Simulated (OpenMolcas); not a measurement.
How basis sets differ on C2H7NSi (SMILES C=NC[SiH3])

The species is C2H7NSi (11 atoms), meant as a singlet with charge 0. SMILES: `C=NC[SiH3]`. The shape is that of a PBE0-D4/def2-TZVP optimisation. This is one conformer, not always the lowest.

```xyz
11

C    -0.6394    1.8693    0.3639
N    -0.9986    0.7131    0.0180
C    -0.2990   -0.4170    0.5626
Si    0.7063   -1.2574   -0.8027
H    -1.1459    2.7335   -0.0632
H     0.1669    2.0590    1.0866
H    -1.0299   -1.1514    0.9179
H     0.3652   -0.1617    1.4045
H     1.7296   -0.3113   -1.3199
H    -0.1798   -1.6830   -1.9145
H     1.3899   -2.4501   -0.2324
```

Each level gives the dipole moment (D). The values are calculated.

| level | kind | program | value (D) |
| --- | --- | --- | --- |
| HF/ANO-RCC-MB (DKH2) | Hartree–Fock | OpenMolcas | 1.43 |
| HF/STO-3G | Hartree–Fock | OpenMolcas | 1.46 |
| HF/3-21G | Hartree–Fock | OpenMolcas | 1.80 |
| HF/cc-pVDZ | Hartree–Fock | OpenMolcas | 1.64 |

The values span 1.43 to 1.80 D. Magnitudes only. Sets without polarisation functions give poor dipoles.
